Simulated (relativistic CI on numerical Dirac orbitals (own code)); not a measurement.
How well does a small relativistic CI reproduce Sb V?

Computed by Dirac-Coulomb-Breit CI, separate exchange-only KLI orbitals for each configuration, model QED (radiative potential, 1s self-energy scaled to tabulated hydrogen-like ionisation energies), valence Slater integrals scaled by 0.85, P86 correlation estimate, and configurations built on the next ion tied to the tabulated ionisation energy (semi-empirical) (own radial code, finite nucleus).

Configuration list (outside the closed core [Kr]): 4d¹⁰5s, 4d¹⁰5p, 4d¹⁰5d, 4d¹⁰6s, 4d¹⁰4f, 4d¹⁰5f, 4d¹⁰5g, 4d⁹5s², 4d¹⁰6p, 4d⁹5s4f, 4d¹⁰6d, 4d¹⁰7s, 4d⁸5s5p², 4d⁹5p², 4d¹⁰7p, 4d⁹5s5p, 4d¹⁰7d, 4d¹⁰6f, 4d⁹5p5d, 4d⁸5s5d², 4d⁹4f5p, 4d⁸5s²5p, 4d⁹5s5d, 4d⁸5s4f². Levels of other configurations are missing.

```
Configuration  Term (tabulated)    J  Measured (cm⁻¹)  Computed  Error  Purity (%)
       4d¹⁰5s                2S  1/2              0.0         0      0          99
       4d¹⁰5p               2P°  1/2          81566.0     87704   6138          99
       4d¹⁰5p               2P°  3/2          90553.0     96180   5627          99
       4d¹⁰5d                2D  3/2         201927.0    204848   2921         100
       4d¹⁰5d                2D  5/2         203043.0    205921   2878         100
       4d¹⁰6s                2S  1/2         224653.0    227025   2372         100
       4d¹⁰6p               2P°  3/2         257579.0    259564   1985         100
```

Measured levels from Moore, Atomic Energy Levels, vol. III, NSRDS-NBS 35 (1971 reprint of NBS Circular 467, 1958); pairs were made by configuration, J and term (by order where the table uses no LS term), so strongly mixed levels may be paired wrongly. The analysis dates from before 1960. Some J values or terms of the table were assigned by a fit.

Mean error by configuration (cm⁻¹): 4d¹⁰5p 5882; 4d¹⁰5d 2899; 4d¹⁰6s 2372; 4d¹⁰6p 1985. Over the excited levels the mean absolute error is 3653 cm⁻¹ (6 of the 6 excited levels that our extract of the source holds in range could be paired), and the median relative error of those above 1,000 cm⁻¹ is 1.4 %.
